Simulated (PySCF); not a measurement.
A structure optimised at PBE-D3(BJ)/def2-SVP, used in a PySCF frequency run:

```xyz
10

In    -0.1339     0.1431     0.1205
F     -2.0775     0.2291     0.5555
C      0.4330    -1.2608    -1.3929
C      1.7115    -1.5365    -1.7114
H     -0.3868    -1.7756    -1.9243
H      1.9656    -2.2736    -2.4958
H      2.5722    -1.0559    -1.2151
N      0.8856     1.2933     1.4780
H      0.2972     2.0314     1.8846
H      1.7451     1.7316     1.1255
```

**Question.** Write its SMILES and formula.

**Answer.** C=[CH][In]([NH2])[F], C₂H₅FInN

**Question.** What are its rotational constants (standard atomic weights)?

**Answer.** 4.7632, 2.0715, 1.4493 GHz
